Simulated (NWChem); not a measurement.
System: C3H4F2; SMILES C/C(=C\F)F

NWChem input:

```
start job
memory heap 200 mb stack 900 mb global 1100 mb
geometry units angstroms noautoz
  C     -1.405482     0.644398     0.000000
  C      0.058141     0.423171     0.000000
  F      0.797832     1.539170     0.000000
  C      0.698407    -0.746028     0.000000
  F      0.029378    -1.899470     0.000000
  H     -1.707754     1.221859     0.888326
  H     -1.936436    -0.315394     0.000000
  H     -1.707754     1.221859    -0.888326
  H      1.786132    -0.842591     0.000000
end
basis spherical
  * library 6-31g*
end
dft
  xc xwpbe 1.00 cpbe96 1.0 hfexch 1.00
  cam 0.2 cam_alpha 0.0 cam_beta 1.0
  iterations 150
  vectors input atomic output neutral.movecs
end
task dft energy
charge 1
dft
  odft
  mult 2
  vectors input atomic output cation.movecs
end
task dft energy
```

Output (shortened):

```
             Northwest Computational Chemistry Package (NWChem) 7.3.0
             --------------------------------------------------------

 CS  symmetry detected

                             Geometry "geometry" -> ""
                             -------------------------

 Output coordinates in angstroms (scale by  1.889725989 to convert to a.u.)

  No.       Tag          Charge          X              Y              Z
 ---- ---------------- ---------- -------------- -------------- --------------
    1 C                    6.0000    -1.40871801     0.63719305     0.00000000
    2 C                    6.0000     0.05612381     0.42418577     0.00000000
    3 F                    9.0000     0.78953836     1.54431953     0.00000000
    4 C                    6.0000     0.70294317    -0.74140060     0.00000000
    5 F                    9.0000     0.04039971    -1.89858010     0.00000000
    6 H                    1.0000    -1.71422690     1.21294811     0.88832600
    7 H                    1.0000    -1.93427573    -0.32556441     0.00000000
    8 H                    1.0000    -1.71422690     1.21294811    -0.88832600
    9 H                    1.0000     1.79119310    -0.83185599     0.00000000

 Effective nuclear repulsion energy (a.u.)     172.7509223014

      Symmetry information
      --------------------

 Group name             Cs
 Group number              2
 Group order               2
 No. of unique centers     8

  pbe96 is a nonlocal functional; adding pw91lda local functional.

                                 NWChem DFT Module
                                 -----------------

 Summary of "ao basis" -> "ao basis" (spherical)
 ------------------------------------------------------------------------------
       Tag                 Description            Shells   Functions and Types
 ---------------- ------------------------------  ------  ---------------------
 C                           6-31g*                  6       14   3s2p1d
 F                           6-31g*                  6       14   3s2p1d
 H                           6-31g*                  2        2   2s

      Symmetry analysis of basis
      --------------------------

        a'         56
        a"         22

            General Information
            -------------------
          SCF calculation type: DFT
          Wavefunction type:  closed shell.
          No. of atoms     :     9
          No. of electrons :    40
           Alpha electrons :    20
            Beta electrons :    20
          Charge           :     0
          Spin multiplicity:     1
          Use of symmetry is: on ; symmetry adaption is: on
          Maximum number of iterations: 150
          AO basis - number of functions:    78
                     number of shells:    38
          Convergence on energy requested:  1.00D-06
          Convergence on density requested:  1.00D-05
          Convergence on gradient requested:  5.00D-04

              XC Information
              --------------
                     Hartree-Fock (Exact) Exchange  1.000
                     LC-wPBE(h)Exchange Functional  1.000
            Perdew 1991 LDA Correlation Functional  1.000 local
           PerdewBurkeErnz. Correlation Functional  1.000 non-local

           Range-Separation Parameters
           ---------------------------
           Alpha           :  0.00
           Beta            :  1.00
           Gamma           :  0.20
           Short-Range HF  :     F

             Grid Information
             ----------------
          Grid used for XC integration:  medium
          Radial quadrature: Mura-Knowles
          Angular quadrature: Lebedev.
          Tag              B.-S. Rad. Rad. Pts. Rad. Cut. Ang. Pts.
          ---              ---------- --------- --------- ---------
          C                   0.70       49          10.0       434
          F                   0.50       49          10.0       434
          H                   0.35       45          10.0       434
          Grid pruning is: on
          Number of quadrature shells:   380
          Spatial weights used:  Erf1

      Superposition of Atomic Density Guess
      -------------------------------------

 Sum of atomic energies:        -313.71835665

      Non-variational initial energy
      ------------------------------

 Total energy =    -315.949157
 1-e energy   =    -775.217355
 2-e energy   =     286.517276
 HOMO         =      -0.222707
 LUMO         =       0.099722

      Symmetry analysis of molecular orbitals - initial
      -------------------------------------------------

  Numbering of irreducible representations:

     1 a'          2 a"

  Orbital symmetries:

     1 a'          2 a'          3 a'          4 a'          5 a'
     6 a'          7 a'          8 a'          9 a'         10 a'
    11 a'         12 a'         13 a"         14 a"         15 a'
    16 a'         17 a"         18 a'         19 a'         20 a"
    21 a"         22 a'         23 a'         24 a'         25 a'
    26 a"         27 a'         28 a'         29 a'         30 a'

   convergence    iter        energy       DeltaE   RMS-Dens  Diis-err
 ---------------- ----- ----------------- --------- --------- ---------
 d= 0,ls=0.0,diis     1   -315.9771591448 -4.89D+02  1.37D-02  8.41D-01
 d= 0,ls=0.0,diis     2   -315.9935614179 -1.64D-02  6.32D-03  8.30D-01
 d= 0,ls=0.0,diis     3   -316.0618065364 -6.82D-02  1.43D-03  4.44D-02
 d= 0,ls=0.0,diis     4   -316.0651305102 -3.32D-03  3.72D-04  1.91D-03
 d= 0,ls=0.0,diis     5   -316.0653203136 -1.90D-04  8.00D-05  3.97D-05
  Resetting Diis
 d= 0,ls=0.0,diis     6   -316.0653248237 -4.51D-06  3.48D-05  9.73D-06
 d= 0,ls=0.0,diis     7   -316.0653258665 -1.04D-06  2.08D-05  1.30D-06
 d= 0,ls=0.0,diis     8   -316.0653257846  8.19D-08  1.13D-05  2.22D-06
 d= 0,ls=0.0,diis     9   -316.0653260162 -2.32D-07  1.16D-06  7.07D-09

         Total DFT energy =     -316.065326016215
      One electron energy =     -777.862763088629
           Coulomb energy =      327.453338146443
    Exchange-Corr. energy =      -38.406823375463
 Nuclear repulsion energy =      172.750922301434

 Numeric. integr. density =       39.999994990566

                  Occupations of the irreducible representations
                  ----------------------------------------------

                     irrep           alpha         beta
                     --------     --------     --------
                     a'               16.0         16.0
                     a"                4.0          4.0

                       DFT Final Molecular Orbital Analysis
                       ------------------------------------

 Vector   18  Occ=2.000000D+00  E=-4.370327D-01  Symmetry=a'
              MO Center=  3.0D-01, -2.3D-01, -1.3D-14, r^2= 3.4D+00
   Bfn.  Coefficient  Atom+Function         Bfn.  Coefficient  Atom+Function
  ----- ------------  ---------------      ----- ------------  ---------------
    59      0.402330  5 F  px                31      0.391770  3 F  px
    63      0.275180  5 F  px                35      0.265257  3 F  px
    20      0.219126  2 C  s                 48     -0.215879  4 C  s
    60     -0.152340  5 F  py                32     -0.147777  3 F  py
    74     -0.143684  7 H  s                  3      0.136860  1 C  px

 Vector   19  Occ=2.000000D+00  E=-3.984595D-01  Symmetry=a'
              MO Center=  2.6D-01, -3.6D-02,  1.7D-15, r^2= 3.1D+00
   Bfn.  Coefficient  Atom+Function         Bfn.  Coefficient  Atom+Function
  ----- ------------  ---------------      ----- ------------  ---------------
    31      0.330521  3 F  px                59     -0.311644  5 F  px
     3      0.236166  1 C  px                35      0.230272  3 F  px
    17     -0.215801  2 C  px                63     -0.216534  5 F  px
    32     -0.199731  3 F  py                78      0.194028  9 H  s
    60      0.188165  5 F  py                45      0.186407  4 C  px

 Vector   20  Occ=2.000000D+00  E=-2.915811D-01  Symmetry=a"
              MO Center=  2.9D-01, -1.6D-01, -2.1D-16, r^2= 2.2D+00
   Bfn.  Coefficient  Atom+Function         Bfn.  Coefficient  Atom+Function
  ----- ------------  ---------------      ----- ------------  ---------------
    47      0.387958  4 C  pz                19      0.367947  2 C  pz
    61     -0.292436  5 F  pz                33     -0.267641  3 F  pz
    51      0.254557  4 C  pz                65     -0.233558  5 F  pz
    23      0.223143  2 C  pz                37     -0.211715  3 F  pz
    72     -0.117802  6 H  s                 76      0.117802  8 H  s

 Vector   21  Occ=0.000000D+00  E= 9.333336D-02  Symmetry=a"
              MO Center=  1.7D-01, -4.6D-02,  1.6D-15, r^2= 2.5D+00
   Bfn.  Coefficient  Atom+Function         Bfn.  Coefficient  Atom+Function
  ----- ------------  ---------------      ----- ------------  ---------------
    51      0.540203  4 C  pz                23     -0.491953  2 C  pz
    19     -0.474294  2 C  pz                47      0.452034  4 C  pz
    72      0.377823  6 H  s                 76     -0.377823  8 H  s
     9     -0.212043  1 C  pz                61     -0.178818  5 F  pz
    65     -0.176751  5 F  pz                33      0.164315  3 F  pz

 Vector   22  Occ=0.000000D+00  E= 1.574652D-01  Symmetry=a'
              MO Center=  1.9D-01, -5.7D-02, -1.6D-15, r^2= 3.4D+00
   Bfn.  Coefficient  Atom+Function         Bfn.  Coefficient  Atom+Function
  ----- ------------  ---------------      ----- ------------  ---------------
     6      0.588455  1 C  s                 50      0.574180  4 C  py
    78     -0.576021  9 H  s                 22      0.472263  2 C  py
    72     -0.447089  6 H  s                 76     -0.447089  8 H  s
    62      0.434614  5 F  s                 34     -0.365228  3 F  s
    49      0.348422  4 C  px                48      0.335014  4 C  s

 Vector   23  Occ=0.000000D+00  E= 1.854396D-01  Symmetry=a'
              MO Center= -1.7D+00,  6.7D-01,  2.4D-14, r^2= 3.6D+00
   Bfn.  Coefficient  Atom+Function         Bfn.  Coefficient  Atom+Function
  ----- ------------  ---------------      ----- ------------  ---------------
     6      2.212132  1 C  s                 74     -1.118949  7 H  s
    72     -1.066894  6 H  s                 76     -1.066894  8 H  s
     7     -0.497162  1 C  px                22     -0.318222  2 C  py
    20     -0.297896  2 C  s                 34      0.278854  3 F  s
     2      0.175767  1 C  s                  3     -0.170882  1 C  px

     Multipole analysis of the density
     ---------------------------------

     L   x y z        total         alpha         beta         nuclear
     -   - - -        -----         -----         ----         -------
     0   0 0 0     -0.000000    -20.000000    -20.000000     40.000000

     1   1 0 0     -0.205064     -0.102532     -0.102532     -0.000000
     1   0 1 0      0.089846      0.044923      0.044923     -0.000000
     1   0 0 1     -0.000000     -0.000000     -0.000000      0.000000

     2   2 0 0    -18.658854    -68.863644    -68.863644    119.068434
     2   1 1 0     -1.554001      4.767663      4.767663    -11.089327
     2   1 0 1      0.000000      0.000000      0.000000      0.000000
     2   0 2 0    -22.499971   -126.345328   -126.345328    230.190684
     2   0 1 1     -0.000000     -0.000000     -0.000000      0.000000
     2   0 0 2    -20.777656    -13.206837    -13.206837      5.636019

                                 NWChem DFT Module
                                 -----------------

      Symmetry analysis of basis
      --------------------------

        a'         56
        a"         22

            General Information
            -------------------
          SCF calculation type: DFT
          Wavefunction type:  spin polarized.
          No. of atoms     :     9
          No. of electrons :    39
           Alpha electrons :    20
            Beta electrons :    19
          Charge           :     1
          Spin multiplicity:     2
          Use of symmetry is: on ; symmetry adaption is: on
          Maximum number of iterations: 150
          This is a Direct SCF calculation.
          AO basis - number of functions:    78
                     number of shells:    38
          Convergence on energy requested:  1.00D-06
          Convergence on density requested:  1.00D-05
          Convergence on gradient requested:  5.00D-04

              XC Information
              --------------
                     Hartree-Fock (Exact) Exchange  1.000
                     LC-wPBE(h)Exchange Functional  1.000
            Perdew 1991 LDA Correlation Functional  1.000 local
           PerdewBurkeErnz. Correlation Functional  1.000 non-local

           Range-Separation Parameters
           ---------------------------
           Alpha           :  0.00
           Beta            :  1.00
           Gamma           :  0.20
           Short-Range HF  :     F

             Grid Information
             ----------------
          Grid used for XC integration:  medium
          Radial quadrature: Mura-Knowles
          Angular quadrature: Lebedev.
          Tag              B.-S. Rad. Rad. Pts. Rad. Cut. Ang. Pts.
          ---              ---------- --------- --------- ---------
          C                   0.70       49          10.0       434
          F                   0.50       49          10.0       434
          H                   0.35       45          10.0       434
          Grid pruning is: on
          Number of quadrature shells:   380
          Spatial weights used:  Erf1

      Superposition of Atomic Density Guess
      -------------------------------------

 Sum of atomic energies:        -313.71835665

 Renormalizing density from      40.00 to     39

      Non-variational initial energy
      ------------------------------

 Total energy =    -310.715514
 1-e energy   =    -755.836921
 2-e energy   =     272.370485
 HOMO         =      -0.547538
 LUMO         =      -0.220244

   Symmetry analysis of molecular orbitals - initial alpha
   -------------------------------------------------------

  Numbering of irreducible representations:

     1 a'          2 a"

  Orbital symmetries:

     1 a'          2 a'          3 a'          4 a'          5 a'
     6 a'          7 a'          8 a'          9 a'         10 a'
    11 a'         12 a'         13 a"         14 a"         15 a'
    16 a'         17 a"         18 a'         19 a'         20 a"
    21 a"         22 a'         23 a'         24 a'         25 a'
    26 a'         27 a"         28 a'         29 a'         30 a'

   Symmetry analysis of molecular orbitals - initial beta
   ------------------------------------------------------

  Numbering of irreducible representations:

     1 a'          2 a"

  Orbital symmetries:

     1 a'          2 a'          3 a'          4 a'          5 a'
     6 a'          7 a'          8 a'          9 a'         10 a'
    11 a'         12 a'         13 a"         14 a"         15 a'
    16 a'         17 a"         18 a'         19 a'         20 a"
    21 a"         22 a'         23 a'         24 a'         25 a'
    26 a'         27 a"         28 a'         29 a'         30 a'

[...]
```

Level: LC-wPBE (HJS exchange hole, range parameter 0.2 per bohr)/6-31G* (spherical d), vertical spin-unrestricted ions. Coordinates come from a PBE0/def2-SVP optimisation.
